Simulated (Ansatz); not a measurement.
Cost and result for the atomization energy of CH$_{6}$O$_{3}$Si, SMILES `O[SiH2]C(O)O` (11 atoms, 10 bonds).

Cartesian coordinates in Å:
```
O -1.445 -1.304 0.170
Si -0.387 -0.665 -0.929
C 0.735 0.520 0.047
O -0.105 1.577 0.460
O 1.327 -0.134 1.143
H -2.083 -0.689 0.537
H -1.084 0.054 -2.028
H 0.400 -1.804 -1.453
H 1.581 0.901 -0.539
H 0.417 2.184 0.995
H 0.643 -0.640 1.596
```

Total charge 0; spin multiplicity 1. The geometry is a stationary point of PBE0-D4/def2-TZVP. It is one conformer, not always the lowest. Program: Ansatz. All runs use 4 threads of an Arm Neoverse V2 on a shared host. Times are those of one run each, without the atoms' runs, and a repeat can differ threefold. Electronic energies, without spin–orbit coupling; frozen cores. CCSD(T)/CBS adds CCSD(T) − MP2 in def2-TZVPP to the MP2 limit, and its time is that of the two runs behind it. T1 = 0.012. B3LYP takes the VWN-RPA correlation (the form of Gaussian; ORCA's B3LYP/G).

CCSD(T)/CBS is a level of theory with its own doubt, some kJ/mol a heavy atom from the limit and from the frozen cores, so smaller differences don't rank the functionals.

```
                             level  functions  wall time  atomization (kJ/mol)  difference from CCSD(T)/CBS  per bond
   PBE-D4/def2-TZVPP (with forces)        250      2.1 s                4101.3                         53.3       5.3
                PBE0-D4/def2-TZVPP        250      2.5 s                3996.8                        -51.2      -5.1
 B3LYP-D4/def2-TZVPP (with forces)        250      3.8 s                4012.6                        -35.4      -3.5
r2SCAN-D4/def2-TZVPP (with forces)        250      4.2 s                4031.2                        -16.8      -1.7
                 B2PLYP/def2-TZVPP        250      4.6 s                3978.0                        -70.0      -7.0
                ωB97X-V/def2-TZVPP        250      6.5 s                4040.9                         -7.1      -0.7
  ωB97M-V/def2-TZVPP (with forces)        250      9.5 s                4044.1                         -3.9      -0.4
                    MP2/def2-QZVPP        478       19 s                4087.3                         39.3       3.9
                CCSD(T)/def2-TZVPP        250    2.4 min                3923.3                       -124.7     -12.5
                 CCSD(T)/CBS(def2)          –    2.7 min                4048.0                          0.0       0.0
```

In def2-TZVPP, CCSD(T) changes the Hartree–Fock value by +1141.6 kJ/mol (the triples alone add +65.3 kJ/mol) and MP2 by +1231.4 kJ/mol; breaking electron pairs costs correlation energy, which Hartree–Fock lacks. The D4 term adds +32.3 kJ/mol with B3LYP and +16.9 kJ/mol with PBE0; it sums over pairs of atoms, weighted by their polarisabilities, and B3LYP, whose exchange is more repulsive, gets the larger term. From PBE to PBE0 (25 % exact exchange), in def2-TZVPP and without D4, the atomization energy moves by −101.2 kJ/mol: exact exchange takes away binding that semilocal exchange gives to molecules.
